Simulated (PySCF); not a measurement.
Spectra and structures to be paired. The calculation used PySCF, TDDFT PBE0/def2-SVPD, vertical, gas phase, core orbitals frozen in the response. Geometries: GFN2-xTB; one conformer of each isolated species. Triplets are in the Tamm–Dancoff approximation.

A. `[SiH3]S[SiH3]`
B. `c1([C@@H]2[SiH2]C2)cccs1`
C. `C=C[Si@@H](F)N=C`

Lowest singlet levels (six at most, fewer where fewer were computed) with oscillator strengths:

1. 4.60 eV (f 0.264); 5.20 eV (f 0.005); 5.40 eV (f 0.021); 5.53 eV (f 0.016); 5.61 eV (f 0.037); 5.90 eV (f 0.004); T1 3.26 eV
2. 3.96 eV (f 0.000); 5.54 eV (f 0.023); 6.06 eV (f 0.001); 6.51 eV (f 0.009); 6.61 eV (f 0.004); 6.67 eV (f 0.093); T1 3.32 eV
3. 5.63 eV (f 0.013); 6.23 eV (f 0.000); 6.28 eV (f 0.000); 6.78 eV (f 0.001); 6.99 eV (f 0.033); 7.06 eV (f 0.057); T1 5.29 eV

Task: Match each spectrum to its molecule.

Result: 1 = B, 2 = C, 3 = A.
- A: S1 at 5.63 eV, HOMO→LUMO (99%); Löwdin shares by element: HOMO sulfur 70%, silicon 19%; LUMO silicon 44%, sulfur 21%, hydrogen 6% or more (atoms not listed hold the other 29%); HOMO -7.30 and LUMO -0.37 eV; point group C2v, 2 of its 6 listed states under f = 0.0005.
- B: S1 at 4.60 eV, HOMO→LUMO (97%); Löwdin shares by element: HOMO carbon 61% or more (atoms not listed hold the other 39%); LUMO carbon 26% or more, silicon 20%, sulfur 13% (atoms not listed hold the other 40%); HOMO -5.89 and LUMO -0.57 eV.
- C: S1 at 3.96 eV, HOMO→LUMO (99%); Löwdin shares by element: HOMO nitrogen 57%, carbon 17% or more, silicon 9%, hydrogen 7% or more; LUMO carbon 42% or more, nitrogen 34%, hydrogen 13% or more; HOMO -7.28 and LUMO -1.21 eV.
